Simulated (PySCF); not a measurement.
Ligands exchanged one at a time, Si OH-C2H5. Isolated molecules, 0 K electronic values unless said otherwise. One relaxed conformer stands for each flexible species; it need not be the lowest. Strings in code marks are SMILES.

The S1 excitation (TDA) from two functionals at the same geometries (B3LYP-D3(BJ)/def2-SVP), both in PySCF: PBE-D3(BJ)/def2-TZVP and B3LYP-D3(BJ)/def2-TZVP. B3LYP has the VWN-RPA correlation part, as in Gaussian. Excitations are Tamm–Dancoff values on a coarser integration grid. The basis has no diffuse functions, so Rydberg states are missing or too high.

| species | B3LYP-D3(BJ)/def2-TZVP (eV) |
|---|---|
| 0 of 4 OH replaced by C2H5 (`O[Si](O)(O)O`) | 7.72 |
| 1 of 4 OH replaced by C2H5 (`CC[Si](O)(O)O`) | 7.36 |
| 2 of 4 OH replaced by C2H5 | 6.75 |
| 3 of 4 OH replaced by C2H5 (`CC[Si](CC)(CC)O`) | 6.69 |
| 4 of 4 OH replaced by C2H5 | 7.22 |

Q: What does PBE-D3(BJ)/def2-TZVP give for each?

A: 
- 0 of 4 OH replaced by C2H5 (`O[Si](O)(O)O`): 6.91
- 1 of 4 OH replaced by C2H5 (`CC[Si](O)(O)O`): 6.64
- 2 of 4 OH replaced by C2H5: 6.09
- 3 of 4 OH replaced by C2H5 (`CC[Si](CC)(CC)O`): 6.06
- 4 of 4 OH replaced by C2H5: 6.55
Over these rows, drawn at random from the members with no instability flagged (it was tested for open shells, ions and some series alone), PBE minus B3LYP-D3(BJ): mean -0.70 eV, from -0.81 eV to -0.63 eV.
